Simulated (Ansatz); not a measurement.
C2H3AsO, SMILES `O=C1C[AsH]1`: the same geometry under several functionals.

```yaml
crystal:
  periodic: [false, false, false]
  atoms:
    - {symbol: O, position_ang: [-0.433281, -1.914974, 0.573399]}
    - {symbol: C, position_ang: [-0.346013, -0.770394, 0.297150]}
    - {symbol: C, position_ang: [0.457401, 0.418711, 0.457121]}
    - {symbol: As, position_ang: [-1.083242, 0.709312, -0.854388]}
    - {symbol: H, position_ang: [1.491510, 0.407195, 0.126416]}
    - {symbol: H, position_ang: [0.278936, 0.980111, 1.370859]}
    - {symbol: H, position_ang: [-0.304011, 0.101937, -2.016157]}
basis:
  gaussian: {orbitals: def2-TZVPP}
hamiltonian: {xc: r2scan, dispersion: d4}
output: {forces: true, orbitals: {seedname: orbitals}}
```

```sh
$ ansatz run in.yaml --threads 2 --pin off --events-out ev --progress --plain --max-ram 4352MiB
```

Shortened log:

```
Functional definition: r2SCAN
  name "r2SCAN"
  cite "Furness, Kaplan, Ning, Perdew & Sun, J. Phys. Chem. Lett. 11, 8208 (2020) doi:10.1021/acs.jpclett.0c02405"
  cite "Furness, Kaplan, Ning, Perdew & Sun, J. Phys. Chem. Lett. 11, 9248 (2020) doi:10.1021/acs.jpclett.0c03077"
  parent r2scan
  parameter k0 = 0.174
  parameter k1 = 0.065
  parameter a1 = 4.9479
  exchange = r2scan_x(k0 = k0, k1 = k1, a1 = a1)
  correlation = r2scan_c
1061 factors; their error is unknown
mean field evaluation 1: about -64998.2803 eV, gradient 6.9e1 eV
mean field evaluation 2: about -64941.6758 eV, gradient 1.5e2 eV
mean field evaluation 4: about -65007.4419 eV, gradient 2.8e1 eV
mean field evaluation 8: about -65008.9205 eV, gradient 2.5e-1 eV
mean field evaluation 16: about -65008.9092 eV, gradient 8.6e-3 eV
mean field -65008.90923709 eV, -2389.0333498418 hartree, gradient 2.8e-5 eV, S^2 0.000000; 0 other end points of the search recorded, 0 dependent functions left out
the calculation of the forces begins
reference -65008.90924592 eV, -2389.0333501661 hartree; 28, 28 occupied and 155, 155 virtual orbitals, 1061 factors
Total energy: -65008.94140278 eV, -2389.0345319089 hartree
Atom 0 at    -0.433281    -1.914974     0.573399 Å, force    -0.040936    -0.452567     0.094475 eV/Å
Atom 1 at    -0.346013    -0.770394     0.297150 Å, force     0.135927     0.312749    -0.000276 eV/Å
Atom 2 at     0.457401     0.418711     0.457121 Å, force     0.075511    -0.016219     0.099308 eV/Å
Atom 3 at    -1.083242     0.709312    -0.854388 Å, force    -0.152985     0.171275    -0.197539 eV/Å
Atom 4 at     1.491510     0.407195     0.126416 Å, force    -0.007998    -0.000852     0.007825 eV/Å
Atom 5 at     0.278936     0.980111     1.370859 Å, force     0.005185    -0.001584    -0.023163 eV/Å
Atom 6 at    -0.304011     0.101937    -2.016157 Å, force    -0.014705    -0.012803     0.019370 eV/Å
Dipole moment:     0.243382     0.375893     0.006643 e Å
```

Hardware: 2 threads of an Arm Neoverse V2 on a shared host. Wall time 5 s, peak host memory 0.21 GiB.

The same input with `hamiltonian: {xc: lda}` and no forces (abridged; 1.2 s):

```
Functional definition: SPW92
mean field evaluation 16: about -64887.9475 eV, gradient 1.0e-3 eV
mean field -64887.94747641 eV, -2384.5880871276 hartree, gradient 5.4e-5 eV, S^2 0.000000
Total energy: -64887.94750691 eV, -2384.5880882484 hartree
```

Changing it to `hamiltonian: {xc: {name: wB97X-V}}` and no forces (abridged; 7.5 s):

```
Functional definition: wB97X-V
mean field evaluation 16: about -65004.2407 eV, gradient 1.3e-4 eV
mean field -65004.24068335 eV, -2388.8617836561 hartree, gradient 4.8e-5 eV, S^2 0.000000
Total energy: -65004.24068183 eV, -2388.8617836004 hartree
```

The same input with `hamiltonian: {xc: hse06, dispersion: d4}` and no forces (abridged; 3.3 s):

```
Functional definition: HSE06
mean field evaluation 16: about -64999.0519 eV, gradient 2.4e-4 eV
mean field -64999.05194973 eV, -2388.6711012127 hartree, gradient 7.8e-5 eV, S^2 0.000000
Total energy: -64999.16304642 eV, -2388.6751839407 hartree
```

With the line `hamiltonian: {xc: {name: CAM-B3LYP}, dispersion: d4}` and no forces (abridged; 3.4 s):

```
Functional definition: CAM-B3LYP
mean field evaluation 16: about -65012.6628 eV, gradient 9.4e-5 eV
mean field -65012.66284649 eV, -2389.1712924430 hartree, gradient 3.2e-5 eV, S^2 0.000000
Total energy: -65012.78367439 eV, -2389.1757327865 hartree
```

Changing it to `hamiltonian: {xc: {name: B3LYP}, dispersion: d4}` (abridged; 3.9 s):

```
Functional definition: B3LYP
mean field evaluation 16: about -65012.5181 eV, gradient 8.1e-3 eV
mean field -65012.51808827 eV, -2389.1659726764 hartree, gradient 2.3e-5 eV, S^2 0.000000
Total energy: -65012.75357880 eV, -2389.1746267938 hartree
Atom 0 force    -0.002572    -0.320278     0.088979 eV/Å
Atom 1 force     0.048403     0.093502     0.053543 eV/Å
Atom 2 force     0.271792     0.040228     0.228290 eV/Å
Atom 3 force    -0.297647     0.223033    -0.291965 eV/Å
Atom 4 force    -0.061709     0.003792     0.034493 eV/Å
Atom 5 force     0.034344    -0.036917    -0.057764 eV/Å
Atom 6 force     0.007389    -0.003361    -0.055577 eV/Å
Dipole moment:     0.208726     0.414844    -0.014331 e Å
```

HSE06 is the plane-wave form, built on full-range PBE exchange.

B3LYP takes the VWN-RPA correlation (the form of Gaussian; ORCA's B3LYP/G).
